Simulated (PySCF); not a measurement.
M06-L on Pd⁻ (palladium, charge -1), [Kr] 4d10 5s1, 2S determinant. Computed with PySCF 2.14 in aug-cc-pwCVDZ-PP with ECP28MDF (6s6p5d3f, 70 functions), with a scalar-relativistic core potential.

```
cycle= 1 E= -127.532573205134  delta_E= -0.0171  |g|= 0.154  |ddm|= 1.11
cycle= 2 E= -127.486199898724  delta_E= 0.0464  |g|= 0.407  |ddm|= 0.379
cycle= 3 E= -127.540866218507  delta_E= -0.0547  |g|= 0.0144  |ddm|= 0.26
cycle= 4 E= -127.541381369605  delta_E= -0.000515  |g|= 0.0117  |ddm|= 0.114
cycle= 5 E= -127.54152591946  delta_E= -0.000145  |g|= 0.00335  |ddm|= 0.0911
cycle= 6 E= -127.541539989381  delta_E= -1.41e-05  |g|= 0.00173  |ddm|= 0.02
cycle= 7 E= -127.541544525658  delta_E= -4.54e-06  |g|= 0.000631  |ddm|= 0.0272
cycle= 8 E= -127.541543340302  delta_E= 1.19e-06  |g|= 0.000896  |ddm|= 0.0136
cycle= 9 E= -127.541545688067  delta_E= -2.35e-06  |g|= 0.000171  |ddm|= 0.0112
cycle= 10 E= -127.541545750603  delta_E= -6.25e-08  |g|= 3.32e-06  |ddm|= 0.0016
cycle= 11 E= -127.541545750532  delta_E= 7.08e-11  |g|= 6.12e-06  |ddm|= 4.45e-05
converged SCF energy = -127.541545750532  <S^2> = 0.75101321  2S+1 = 2.001013
```

Highest occupied orbital energy: 1.870 eV; ⟨L²⟩ = 0.00; populations by l: s 3.00, p 6.00, d 10.00, f 0.00.

(1) Can this result be used?

Results:

(1) With care. The run converged. Energies and moments cover only the electrons outside the core potential. At M06-L the highest occupied level has a positive energy, so only the finite basis holds that electron; in a semilocal or global hybrid functional this comes from self-interaction and does not mean that the real anion is unbound.
